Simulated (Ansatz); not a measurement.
The cluster Li₁₀⁺. The state is a doublet with charge 1. Geometry PBE0/def2-TZVP, basis def2-TZVP, Ansatz.

```xyz
10

Li    2.260    1.147   -1.036
Li    1.234   -1.655   -1.826
Li    2.237   -1.081    1.121
Li   -2.570    0.549    0.764
Li   -0.681   -1.340    2.311
Li   -0.503    2.724   -0.447
Li   -1.652   -2.080   -0.607
Li   -0.007    0.040   -0.006
Li   -1.058    0.297   -2.511
Li    0.740    1.398    2.235
```

```json
{"run": "A", "HOMO (eV)": "-6.97", "LUMO (eV)": "-3.27"}
{"run": "B", "HOMO (eV)": "-5.20", "LUMO (eV)": "-5.11"}
{"run": "C", "HOMO (eV)": "-5.91", "LUMO (eV)": "-4.66"}
{"run": "D", "HOMO (eV)": "-6.09", "LUMO (eV)": "-4.00"}
{"run": "E", "HOMO (eV)": "-7.39", "LUMO (eV)": "-3.30"}
{"run": "F", "HOMO (eV)": "-5.54", "LUMO (eV)": "-4.96"}
```

LC-ωPBE has ω = 0.4 bohr⁻¹. HOMO above LUMO, or a gap near zero within one spin, warns that the state may not be the lowest or that an electron is smeared out. The structure comes from a short search, and lower isomers may exist.

HOMO and LUMO are taken over both spins.

Q: The runs used B97M-V, BHLYP, LC-ωPBE, PBE0, r2SCAN, ωB97X-V. Estimate which is which.

A: A ωB97X-V (range-separated); B B97M-V (0 % exact exchange); C PBE0 (25 % exact exchange); D BHLYP (50 % exact exchange); E LC-ωPBE (range-separated); F r2SCAN (0 % exact exchange). Exact exchange lowers occupied and raises empty levels; among semilocal functionals meta-GGAs tend to open the gap a little, and such runs are hard to tell apart. The gap grows from 0.09 eV (B97M-V) to 4.10 eV (LC-ωPBE). At ωB97X-V/def2-TZVP, PBE0/def2-TZVP, BHLYP/def2-TZVP, LC-ωPBE/def2-TZVP and others the charge 1 doublet is spin-contaminated (final ⟨S²⟩ up to 1.05, 0.75 for a pure state). At B97M-V/def2-TZVP the gap within one spin of the charge 1 doublet nearly closes, so an electron or hole may be smeared out by delocalisation error.
